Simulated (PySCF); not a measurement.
A PySCF script (with the pyscf-properties extension) for the NMR shieldings of SMILES C=C(C)[C@@H]1[BH2-][N+](C)(C)CC1, C8H18BN, on a PBE0-D3(BJ)/def2-SVP geometry:

```python
import basis_set_exchange as bse
import numpy as np
from pyscf import gto, dft
from pyscf.prop import nmr

atoms = """
C    -2.315048    0.839247    0.377220
C    -1.710647   -0.096529   -0.369114
C    -2.316339   -1.459955   -0.531837
C    -0.386125    0.063802   -1.060320
B     0.762107   -0.847180   -0.286199
N     1.997012    0.239215   -0.123250
C     2.802379   -0.019286    1.075184
C     2.863253    0.204089   -1.312086
C     1.273060    1.533714   -0.030831
C     0.189438    1.488939   -1.091813
H    -1.900411    1.839631    0.527313
H    -3.259840    0.626540    0.883886
H    -2.503787   -1.677932   -1.597272
H    -1.617006   -2.232423   -0.171323
H    -3.264018   -1.561713    0.015764
H    -0.515059   -0.298940   -2.095191
H     1.213181   -1.812018   -0.892897
H     0.438011   -1.131498    0.860974
H     2.153555    0.020707    1.957589
H     3.611719    0.723742    1.167288
H     3.234612   -1.026185    1.005584
H     3.612049    1.012780   -1.268989
H     3.366996   -0.768945   -1.353774
H     2.256547    0.312906   -2.217501
H     1.980617    2.375924   -0.120000
H     0.816769    1.563717    0.969685
H    -0.561573    2.271905   -0.907857
H     0.618352    1.716256   -2.080563
"""
names = dict.fromkeys(["C", "B", "N", "H"], "pcSseg-1")
basis = {el: gto.basis.parse(bse.get_basis(n, elements=[el], fmt="nwchem")) for el, n in names.items()}
mol = gto.M(atom=atoms, basis=basis, charge=0, verbose=0)
mf = dft.RKS(mol, xc="HYB_GGA_XC_WP04")
mf.grids.level = 2
mf.grids.alignment = dft.numint.BLKSIZE   # the property module wants whole blocks of grid points
mf.conv_tol = 1e-9
mf.kernel()

calc = nmr.RKS(mf)   # GIAO
C = mf.mo_coeff
Co = C[:, mf.mo_occ > 0]
resp = mf.gen_response(singlet=True, hermi=2)
def vind(x):   # induced exchange potential for any number of trial vectors
    d = np.einsum("pi,xij,qj->xpq", C, 2 * x.reshape(-1, C.shape[1], Co.shape[1]), Co, optimize=True)
    return np.einsum("xpq,pi,qj->xij", resp(d - d.transpose(0, 2, 1)), C, Co, optimize=True).ravel()
mo1, _ = nmr.rhf.solve_mo1(calc, with_cphf=vind)
sigma = calc.kernel(mo1)
for i, s in enumerate(sigma):   # ppm
    w = np.linalg.eigvalsh((s + s.T) / 2)
    print("%2d %-2s iso %8.1f  s11 %8.1f  s22 %8.1f  s33 %8.1f" % (i, mol.atom_pure_symbol(i), w.mean(), *w))
```

Problem. Give the expected output.

Solution. 
```
 0 C  iso     71.5  s11    -25.7  s22     97.6  s33    142.5
 1 C  iso      7.6  s11   -121.5  s22     -1.0  s33    145.4
 2 C  iso    144.8  s11    126.7  s22    136.0  s33    171.6
 3 C  iso    136.0  s11    117.4  s22    134.3  s33    156.4
 4 B  iso     96.5  s11     76.7  s22     90.6  s33    122.1
 5 N  iso    175.4  s11    154.8  s22    170.7  s33    200.7
 6 C  iso    120.1  s11     88.3  s22    105.0  s33    167.1
 7 C  iso    123.2  s11     89.8  s22    112.9  s33    166.8
 8 C  iso    107.0  s11     68.7  s22    101.8  s33    150.6
 9 C  iso    141.1  s11    116.9  s22    144.1  s33    162.2
10 H  iso     27.3  s11     24.8  s22     25.0  s33     32.0
11 H  iso     27.2  s11     25.0  s22     25.6  s33     31.1
12 H  iso     30.1  s11     26.4  s22     28.8  s33     35.1
13 H  iso     29.9  s11     25.5  s22     30.7  s33     33.5
14 H  iso     30.1  s11     26.2  s22     28.7  s33     35.4
15 H  iso     29.9  s11     25.5  s22     29.8  s33     34.5
16 H  iso     29.5  s11     25.9  s22     29.7  s33     33.0
17 H  iso     30.1  s11     25.5  s22     30.7  s33     34.1
18 H  iso     29.1  s11     25.2  s22     27.5  s33     34.7
19 H  iso     29.5  s11     25.8  s22     26.6  s33     35.9
20 H  iso     28.9  s11     25.3  s22     26.3  s33     35.1
21 H  iso     29.9  s11     26.2  s22     27.0  s33     36.4
22 H  iso     29.3  s11     25.7  s22     26.9  s33     35.1
23 H  iso     28.8  s11     24.3  s22     28.1  s33     33.8
24 H  iso     29.4  s11     25.1  s22     28.5  s33     34.6
25 H  iso     28.8  s11     24.5  s22     29.2  s33     32.7
26 H  iso     29.6  s11     25.7  s22     28.3  s33     34.7
27 H  iso     29.9  s11     26.3  s22     28.0  s33     35.4
```

These numbers come from an equivalent density-fitted implementation of the same equations, which agrees with the script to about 0.01 ppm for H and up to a few tenths of a ppm for heavy atoms, so last digits may differ.

Problem. Turn these shieldings into chemical shifts. References, each an isolated molecule treated in the same way: 13C (σref 172.44), 1H (σref 31.56) vs TMS; 11B (σref 95.72) against BF3·OEt2; NH3 for 15N (σref 246.90).

Solution. Averaging equivalent atoms: C 1: 164.8; C 0: 101.0; C 8: 65.4; C 6: 52.3; C 7: 49.3; C 3: 36.4; C 9: 31.4; C 2: 27.7; B 4: -0.7; N 5: 71.5; H 11: 4.34; H 10: 4.30; H 25: 2.75; H 18/19/20: 2.39; H 21/22/23: 2.26; H 24: 2.20; H 16: 2.03; H 26: 2.00; H 27: 1.67; H 15: 1.64; H 12/13/14: 1.55; H 17: 1.46 ppm. Experimental scales use liquid or dissolved standards, which lie at an offset from isolated NH3 (liquid NH3: subtract about 20 ppm).

Size and cost of the density-fitted run: 260 basis functions, 2 min wall time on 1 thread of an Intel Xeon, shared host; peak memory 1.2 GiB.
